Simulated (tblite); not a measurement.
Compound: C₆H₁₆PSi (charge -1).
Atom-mapped SMILES: `[CH3:1][CH2:2][C@H:3]([CH3:4])[P-:5][SiH:6]([CH3:7])[CH3:8]` (hydrogens: H9, H10, H11 on C1; H12, H13 on C2; H14 on C3; H15, H16, H17 on C4; H18 on Si6; H19, H20, H21 on C7; H22, H23, H24 on C8)

Computed with GFN2-xTB (tblite), gas phase: L-BFGS steps from a force-field or distance-geometry start until the largest atomic force falls under 0.01 eV/Å.

Step 21: E = -691.9746 eV
```
atom  x, y, z in Å  |  force x, y, z in eV/Å
C1     -2.1602   -0.2637    1.7393    0.003  -0.014   0.029
C2     -2.5009   -0.0600    0.2718    0.018   0.004   0.034
C3     -1.2660    0.3091   -0.5494   -0.016  -0.009  -0.010
C4     -1.6868    0.8434   -1.9134   -0.010   0.020   0.002
P5     -0.1006   -1.1695   -0.7935   -0.030  -0.036  -0.015
Si6     1.7128   -0.1041   -0.3354    0.071  -0.052   0.056
C7      2.0775    0.1181    1.5463    0.035   0.032   0.069
C8      3.2836   -0.9375   -1.0235    0.029  -0.021  -0.009
H9     -3.0451   -0.5212    2.3230   -0.021  -0.028  -0.005
H10    -1.7238    0.6438    2.1553   -0.001   0.011   0.001
H11    -1.4289   -1.0624    1.8270    0.036  -0.006  -0.038
H12    -3.2454    0.7438    0.1794   -0.015  -0.029  -0.003
H13    -2.9360   -0.9789   -0.1302    0.008   0.037  -0.011
H14    -0.7271    1.0982   -0.0132    0.009  -0.002  -0.019
H15    -0.8104    1.1312   -2.4891    0.031  -0.009   0.020
H16    -2.3439    1.7118   -1.8111   -0.043   0.015  -0.024
H17    -2.2071    0.0589   -2.4604   -0.025   0.037  -0.014
H18     1.8648    1.3019   -0.8217   -0.038   0.021  -0.031
H19     1.2591    0.6481    2.0290    0.022   0.000  -0.011
H20     2.1703   -0.8460    2.0430   -0.015   0.020  -0.046
H21     2.9937    0.6742    1.7368    0.000   0.019  -0.002
H22     3.4064   -1.9422   -0.6307   -0.043   0.038  -0.012
H23     3.2284   -1.0087   -2.1053    0.031  -0.023   0.041
H24     4.1738   -0.3684   -0.7665   -0.035  -0.025  -0.002
```

Step 22: E = -691.9760 eV
```
atom  x, y, z in Å  |  force x, y, z in eV/Å
C1     -2.1572   -0.2663    1.7367    0.005  -0.016   0.044
C2     -2.5028   -0.0607    0.2713   -0.001  -0.002   0.036
C3     -1.2699    0.3078   -0.5509   -0.007   0.008  -0.003
C4     -1.6878    0.8455   -1.9139   -0.011   0.029  -0.010
P5     -0.1061   -1.1701   -0.7948    0.028  -0.040  -0.009
Si6     1.7098   -0.1054   -0.3354    0.052  -0.075   0.065
C7      2.0790    0.1209    1.5463    0.039   0.031   0.038
C8      3.2830   -0.9401   -1.0193    0.004  -0.005   0.003
H9     -3.0375   -0.5323    2.3230   -0.030  -0.027  -0.004
H10    -1.7267    0.6437    2.1527    0.004   0.013   0.010
H11    -1.4194   -1.0596    1.8203    0.039  -0.009  -0.041
H12    -3.2456    0.7443    0.1831   -0.032  -0.016  -0.009
H13    -2.9399   -0.9774   -0.1315   -0.005   0.013  -0.015
H14    -0.7327    1.0951   -0.0118    0.034   0.017  -0.021
H15    -0.8091    1.1328   -2.4858    0.036  -0.012   0.009
H16    -2.3420    1.7157   -1.8121   -0.053   0.023  -0.014
H17    -2.2094    0.0648   -2.4647   -0.022   0.029  -0.012
H18     1.8611    1.2994   -0.8236   -0.037   0.029  -0.035
H19     1.2634    0.6541    2.0307    0.031  -0.021  -0.008
H20     2.1767   -0.8429    2.0429   -0.033   0.033  -0.038
H21     2.9969    0.6766    1.7287   -0.002   0.024   0.005
H22     3.4021   -1.9443   -0.6238   -0.041   0.038  -0.033
H23     3.2287   -1.0091   -2.1013    0.043  -0.040   0.050
H24     4.1736   -0.3728   -0.7593   -0.042  -0.023  -0.006
```

Step 23: E = -691.9776 eV
```
atom  x, y, z in Å  |  force x, y, z in eV/Å
C1     -2.1535   -0.2697    1.7344    0.006  -0.015   0.044
C2     -2.5051   -0.0615    0.2712   -0.019  -0.006   0.026
C3     -1.2745    0.3064   -0.5526    0.007   0.024   0.006
C4     -1.6891    0.8484   -1.9145   -0.010   0.032  -0.017
P5     -0.1119   -1.1715   -0.7964    0.083  -0.029   0.001
Si6     1.7073   -0.1081   -0.3342    0.008  -0.063   0.053
C7      2.0814    0.1246    1.5467    0.036   0.024  -0.011
C8      3.2821   -0.9432   -1.0144   -0.028   0.013   0.017
H9     -3.0293   -0.5455    2.3229   -0.028  -0.025  -0.003
H10    -1.7299    0.6439    2.1499    0.006   0.006   0.022
H11    -1.4079   -1.0564    1.8117    0.034  -0.005  -0.036
H12    -3.2466    0.7444    0.1871   -0.044  -0.003  -0.011
H13    -2.9445   -0.9754   -0.1333   -0.017  -0.014  -0.015
H14    -0.7382    1.0918   -0.0105    0.057   0.032  -0.026
H15    -0.8069    1.1344   -2.4817    0.028  -0.012  -0.001
H16    -2.3409    1.7206   -1.8135   -0.052   0.026  -0.004
H17    -2.2125    0.0720   -2.4697   -0.015   0.021  -0.009
H18     1.8564    1.2969   -0.8262   -0.036   0.014  -0.030
H19     1.2689    0.6608    2.0327    0.032  -0.033   0.001
H20     2.1835   -0.8389    2.0422   -0.044   0.035  -0.016
H21     3.0008    0.6800    1.7195    0.007   0.032   0.018
H22     3.3963   -1.9462   -0.6165   -0.031   0.014  -0.044
H23     3.2299   -1.0103   -2.0962    0.048  -0.054   0.039
H24     4.1723   -0.3778   -0.7510   -0.031  -0.011  -0.004
```

Step 24: E = -691.9791 eV
```
atom  x, y, z in Å  |  force x, y, z in eV/Å
C1     -2.1499   -0.2732    1.7330    0.004  -0.011   0.026
C2     -2.5076   -0.0624    0.2717   -0.027  -0.006   0.006
C3     -1.2787    0.3055   -0.5542    0.019   0.031   0.011
C4     -1.6906    0.8519   -1.9154   -0.007   0.027  -0.015
P5     -0.1159   -1.1734   -0.7980    0.103  -0.008   0.010
Si6     1.7053   -0.1116   -0.3319   -0.037  -0.018   0.022
C7      2.0844    0.1287    1.5469    0.028   0.015  -0.052
C8      3.2808   -0.9460   -1.0093   -0.048   0.023   0.026
H9     -3.0218   -0.5590    2.3228   -0.014  -0.022   0.000
H10    -1.7330    0.6441    2.1477    0.003  -0.011   0.034
H11    -1.3961   -1.0535    1.8026    0.019   0.004  -0.027
H12    -3.2484    0.7444    0.1908   -0.046   0.004  -0.007
H13    -2.9494   -0.9735   -0.1354   -0.021  -0.033  -0.007
H14    -0.7425    1.0892   -0.0098    0.069   0.037  -0.032
H15    -0.8042    1.1357   -2.4776    0.010  -0.009  -0.007
H16    -2.3408    1.7258   -1.8151   -0.036   0.021   0.005
H17    -2.2159    0.0796   -2.4749   -0.003   0.015  -0.004
H18     1.8508    1.2944   -0.8293   -0.034  -0.015  -0.019
H19     1.2749    0.6667    2.0346    0.024  -0.033   0.010
H20     2.1892   -0.8343    2.0412   -0.043   0.027   0.011
H21     3.0047    0.6840    1.7108    0.021   0.039   0.031
H22     3.3900   -1.9480   -0.6101   -0.017  -0.021  -0.040
H23     3.2321   -1.0125   -2.0904    0.044  -0.061   0.013
H24     4.1706   -0.3829   -0.7430   -0.010   0.004   0.005
```

**Question.** Estimate the geometry and energy of step 25. (The exact step hangs on the optimiser's Hessian estimate; all steps are aligned on step 24, rigid shifts and turns removed.)

**Answer.** E = -691.9805 eV, largest force 0.082 eV/Å
```
atom  x, y, z in Å  |  force x, y, z in eV/Å
C1     -2.1467   -0.2765    1.7323   -0.003  -0.004  -0.003
C2     -2.5100   -0.0632    0.2722   -0.022  -0.001  -0.015
C3     -1.2821    0.3052   -0.5554    0.024   0.026   0.012
C4     -1.6920    0.8554   -1.9165   -0.002   0.016  -0.003
P5     -0.1175   -1.1752   -0.7991    0.077   0.015   0.014
Si6     1.7036   -0.1147   -0.3293   -0.059   0.038  -0.015
C7      2.0877    0.1327    1.5466    0.017   0.008  -0.066
C8      3.2791   -0.9482   -1.0046   -0.048   0.018   0.023
H9     -3.0157   -0.5709    2.3226    0.005  -0.019   0.002
H10    -1.7356    0.6441    2.1466   -0.002  -0.030   0.041
H11    -1.3856   -1.0509    1.7944    0.001   0.014  -0.016
H12    -3.2509    0.7442    0.1940   -0.036   0.001  -0.002
H13    -2.9540   -0.9724   -0.1372   -0.014  -0.035   0.005
H14    -0.7448    1.0879   -0.0100    0.067   0.030  -0.037
H15    -0.8016    1.1368   -2.4744   -0.013  -0.003  -0.011
H16    -2.3415    1.7306   -1.8165   -0.012   0.010   0.011
H17    -2.2190    0.0867   -2.4796    0.008   0.011   0.003
H18     1.8448    1.2919   -0.8327   -0.030  -0.039  -0.007
H19     1.2805    0.6712    2.0364    0.012  -0.024   0.016
H20     2.1932   -0.8299    2.0403   -0.031   0.016   0.032
H21     3.0084    0.6882    1.7041    0.030   0.039   0.039
H22     3.3841   -1.9497   -0.6055   -0.006  -0.049  -0.028
H23     3.2349   -1.0157   -2.0851    0.033  -0.056  -0.011
H24     4.1689   -0.3875   -0.7362    0.005   0.016   0.016
```

The energy changes by -0.0014 eV. The first-order estimate −F·Δx gives -0.0019 eV and the mean of the old and new forces, exact on a quadratic surface, -0.0014 eV. The step makes an angle of 76° with the force vector and moves no atom by more than 0.014 Å.

What follows is the cost of the whole relaxation. Hardware: one thread, Arm Neoverse N1 (aarch64), no GPU (shared host). Cost: 4.0 s wall.
